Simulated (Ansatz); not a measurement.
Reaction (cleavage of the Si–B bond): `C[Si](C)(F)BF` + HI → `C[Si](C)(F)I` + `BF`

Gas-phase electronic energies from Ansatz, PBE0-D4/def2-TZVP geometries. CBS: MP2 limit from def2 TZ/QZ plus the TZ coupled-cluster correction, frozen cores. This one scheme is used for every species. DFT in def2-TZVPP. B3LYP here is the variant with VWN-RPA as its local correlation; programs differ in this. def2 core potentials past Kr. For I outer-core shells are correlated without core-valence functions, which leaves a few kJ/mol of doubt a bond. Each species was taken in one conformer, which may not be the lowest.

`C[Si](C)(F)BF`:

Z-matrix (Å, degrees):
```
C
Si 1 1.865
H 1 1.092 2 111.5
H 1 1.094 2 110.4 3 -120.1
H 1 1.093 2 110.6 3 120.3
C 2 1.865 1 111.0 3 -176.0
F 2 1.615 1 107.7 3 -58.3
B 2 2.041 1 111.2 3 59.6
H 6 1.092 2 111.5 1 176.0
H 6 1.094 2 110.4 1 -63.9
H 6 1.093 2 110.6 1 55.7
F 8 1.328 2 118.1 1 61.9
H 8 1.204 2 126.3 1 -118.1
```

HI:

```xyz
2

I    -0.094   -0.111   -0.792
H     0.094    0.111    0.792
```

`C[Si](C)(F)I`:

Z-matrix (Å, degrees):
```
C
Si 1 1.850
H 1 1.094 2 110.0
H 1 1.092 2 110.6 3 119.9
H 1 1.091 2 110.7 3 -120.0
C 2 1.850 1 114.7 3 -59.2
F 2 1.600 1 108.3 3 62.0
I 2 2.449 1 109.2 3 177.9
H 6 1.091 2 110.7 1 179.1
H 6 1.092 2 110.6 1 -60.9
H 6 1.094 2 110.0 1 59.1
```

`BF`:

```xyz
4

B    -0.004    0.035   -0.036
F     0.093   -0.877    0.910
H    -0.729    0.967    0.159
H     0.639   -0.125   -1.033
```

```json
{"level": "PBE-D4", "ΔE (kcal/mol)": "-29.7", "difference from CCSD(T)/CBS": "3.2"}
{"level": "r2SCAN-D4", "ΔE (kcal/mol)": "-31.8", "difference from CCSD(T)/CBS": "1.1"}
{"level": "PBE0-D4", "ΔE (kcal/mol)": "-31.1", "difference from CCSD(T)/CBS": "1.8"}
{"level": "B3LYP-D4", "ΔE (kcal/mol)": "-31.2", "difference from CCSD(T)/CBS": "1.7"}
{"level": "ωB97X-V", "ΔE (kcal/mol)": "-30.9", "difference from CCSD(T)/CBS": "2.0"}
{"level": "ωB97M-V", "ΔE (kcal/mol)": "-32.4", "difference from CCSD(T)/CBS": "0.5"}
{"level": "B2PLYP", "ΔE (kcal/mol)": "-31.8", "difference from CCSD(T)/CBS": "1.1"}
{"level": "PBE", "ΔE (kcal/mol)": "-28.9", "difference from CCSD(T)/CBS": "4.0"}
{"level": "r2SCAN", "ΔE (kcal/mol)": "-31.7", "difference from CCSD(T)/CBS": "1.2"}
{"level": "PBE0", "ΔE (kcal/mol)": "-30.5", "difference from CCSD(T)/CBS": "2.4"}
{"level": "B3LYP", "ΔE (kcal/mol)": "-29.8", "difference from CCSD(T)/CBS": "3.1"}
{"level": "HF/def2-TZVPP", "ΔE (kcal/mol)": "-33.1", "difference from CCSD(T)/CBS": "-0.2"}
{"level": "MP2/def2-TZVPP", "ΔE (kcal/mol)": "-35.2", "difference from CCSD(T)/CBS": "-2.3"}
{"level": "SCS-MP2/def2-TZVPP", "ΔE (kcal/mol)": "-33.5", "difference from CCSD(T)/CBS": "-0.6"}
{"level": "CCSD/def2-TZVPP", "ΔE (kcal/mol)": "-30.7", "difference from CCSD(T)/CBS": "2.2"}
{"level": "CCSD(T)/def2-TZVPP", "ΔE (kcal/mol)": "-30.9", "difference from CCSD(T)/CBS": "2.0"}
{"level": "HF/def2-QZVPP", "ΔE (kcal/mol)": "-33.3", "difference from CCSD(T)/CBS": "-0.4"}
{"level": "MP2/def2-QZVPP", "ΔE (kcal/mol)": "-36.4", "difference from CCSD(T)/CBS": "-3.5"}
{"level": "SCS-MP2/def2-QZVPP", "ΔE (kcal/mol)": "-34.6", "difference from CCSD(T)/CBS": "-1.7"}
{"level": "HF/CBS(def2)", "ΔE (kcal/mol)": "-33.3", "difference from CCSD(T)/CBS": "-0.4"}
{"level": "MP2/CBS(def2)", "ΔE (kcal/mol)": "-37.2", "difference from CCSD(T)/CBS": "-4.3"}
{"level": "CCSD/CBS(def2)", "ΔE (kcal/mol)": "-32.7", "difference from CCSD(T)/CBS": "0.2"}
{"level": "CCSD(T)/CBS", "ΔE (kcal/mol)": "-32.9", "difference from CCSD(T)/CBS": "0"}
```

Largest T1 diagnostic among the species: 0.013.

The D4 term adds −1.4 kcal/mol with B3LYP and −0.7 kcal/mol with PBE0; it sums over pairs of atoms, weighted by their polarisabilities, and B3LYP, whose exchange is more repulsive, gets the larger term. From PBE to PBE0 (25 % exact exchange), in def2-TZVPP and without D4, ΔE moves by −1.6 kcal/mol.
